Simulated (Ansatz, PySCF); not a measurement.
Gas-phase reaction in SMILES: Cl[Si](Cl)(Br)Br [dibromo(dichloro)silane] + 3 [SiH4] (SiH4) → 2 [SiH3]Br [bromosilane] + 2 [SiH3]Cl [chlorosilane]
Geometries: B3LYP-D3(BJ)/def2-TZVP minima from Ansatz (a quantum-chemistry and plane-wave program). Frequencies are from Ansatz or PySCF.
Geometry of the first species:
```xyz
5

Si    -0.0250    -0.4088     0.0235
Cl     0.1773    -1.5090     1.7251
Cl    -0.3713    -1.6633    -1.5428
Br    -1.7246     0.9776     0.2434
Br     1.8289     0.7267    -0.3413
```

Property: bond separation energy (0 K, with B3LYP-D3(BJ) harmonic zero-point energies), in kcal/mol. Valence correlation only, unless marked. No spin-orbit coupling. Frozen are the shells of the preceding noble gas and the d and f shells that filled before the atom's block. Non-relativistic. Basis-set limits of correlation are two-point, X^-3; Hartree-Fock from the larger set.

| level | program | bond separation energy (kcal/mol) |
|---|---|---|
| revPBE-D3(BJ)/def2-TZVPD | Ansatz + dftd3 | 5.1 |
| revPBE-D4/def2-TZVPD | Ansatz + dftd4 | 7.5 |
| PBE0/6-31G* | Ansatz | 1.4 |
| PBE0-D4/def2-TZVPD | Ansatz + dftd4 | 4.1 |
| r2SCAN0/def2-TZVPD | Ansatz | (withheld) |
| LC-wPBE-D3(BJ)/def2-TZVPD | Ansatz + dftd3 | 3.5 |
| CCSD/6-31G* | Ansatz | 1.8 |
| CCSD/def2-QZVPPD | Ansatz | (withheld) |
| CCSD(T)/CBS(def2-TZVPPD,def2-QZVPPD) | Ansatz | (withheld) |

Task: What belongs in the gaps?

Result: 
- r2SCAN0/def2-TZVPD, bond separation energy (kcal/mol): 2.2
- CCSD/def2-QZVPPD, bond separation energy (kcal/mol): 0.9
- CCSD(T)/CBS(def2-TZVPPD,def2-QZVPPD), bond separation energy (kcal/mol): 2.3
